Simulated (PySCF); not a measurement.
# Which setting was changed?

All runs: PySCF with density fitting, gas phase, non-relativistic, closed shells, each molecule at its own PBE0-D3(BJ)/def2-TZVP geometry. Shieldings use GIAOs. Starting from wB97X-D/pcSseg-2, one thing was changed at a time: the functional to B97-2, the functional to KT3, the functional to PBE0.

Changes against wB97X-D/pcSseg-2 in 4 molecules:

| molecule | changed to | HOMO energy (eV) | mean 13C shielding (ppm) |
| --- | --- | --- | --- |
| N#CCN | B97-2 | +2.20 | +0.8 |
| N#CCN | KT3 | +3.30 | +2.5 |
| N#CCN | PBE0 | +1.92 | +0.3 |
| N#CSc1cccs1 | B97-2 | +1.97 | +4.1 |
| N#CSc1cccs1 | KT3 | +2.73 | +11.7 |
| N#CSc1cccs1 | PBE0 | +1.73 | +2.0 |
| C[SiH2]C | B97-2 | +2.14 | -1.3 |
| C[SiH2]C | KT3 | +3.08 | -3.8 |
| C[SiH2]C | PBE0 | +1.88 | -0.2 |
| OCC(F)F | B97-2 | +2.23 | -0.1 |
| OCC(F)F | KT3 | +3.46 | -2.5 |
| OCC(F)F | PBE0 | +1.94 | -0.3 |

For `N#CC#CF` the wB97X-D/pcSseg-2 run gave HOMO energy -10.74 eV, mean 13C shielding 113.7 ppm. The changed runs lost their labels:

| run | HOMO energy (eV) | mean 13C shielding (ppm) |
| --- | --- | --- |
| A | -8.94 | 114.4 |
| B | -8.67 | 116.0 |
| C | -7.69 | 121.6 |

Which run belongs to which change?

A: PBE0; B: B97-2; C: KT3.

```json
{"run": "A", "change of HOMO energy (eV), here / mean of the others": "+1.80 / +1.87", "change of mean 13C shielding (ppm), here / mean of the others": "+0.7 / +0.4", "next best match": "B97-2"}
{"run": "B", "change of HOMO energy (eV), here / mean of the others": "+2.07 / +2.14", "change of mean 13C shielding (ppm), here / mean of the others": "+2.3 / +0.9", "next best match": "PBE0"}
{"run": "C", "change of HOMO energy (eV), here / mean of the others": "+3.05 / +3.14", "change of mean 13C shielding (ppm), here / mean of the others": "+7.9 / +2.0", "next best match": "B97-2"}
```

Each run is given to the change whose mean effect on the other molecules lies nearest, every quantity measured in units of its scatter between molecules.

Would one quantity have been enough? Give each run to the change with the nearest mean effect on that quantity alone.

HOMO energy: 3 of 3 runs rightly; mean 13C shielding: 1 of 3 runs rightly.

Only sets that this rule tells apart clearly are shown.
